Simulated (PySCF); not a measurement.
**Polarisability and C₆ of Ta(3+) (tantalum, charge +3)**

[Xe] 4f14 5d2, high-spin 3F determinant. All numbers are calculated (PySCF 2.14, scalar relativity by spin-free X2C-1e, in x2c-TZVPPall with one added diffuse shell each of s, p, d, f type (12s8p8d4f1g, 113 functions)). Coupled (time-dependent) response in atomic units; α is the mean over directions.

```json
{"method": "PBE", "mean α (bohr³)": "7.648", "C₆ (like pair)": "36.03", "S(−4)": "26.70"}
```

S(−4) is the Cauchy moment in α(ω) = α(0) + S(−4) ω² + …

Spin-orbit coupling is absent.

α(iu) at PBE:

| u (hartree) | α(iu) (bohr³) |
| --- | --- |
| 0 | 7.648 |
| 0.0500 | 7.583 |
| 0.100 | 7.399 |
| 0.200 | 6.809 |
| 0.300 | 6.140 |
| 0.500 | 4.995 |
| 0.750 | 3.970 |
| 1.00 | 3.236 |
| 1.50 | 2.253 |
| 2.00 | 1.638 |
| 3.00 | 0.9548 |
| 5.00 | 0.4244 |

For an ion, C₆ is the dispersion term alone; charge-induced terms of lower order in 1/R come first.

Spin-orbit coupling, absent here, splits the open shell strongly.
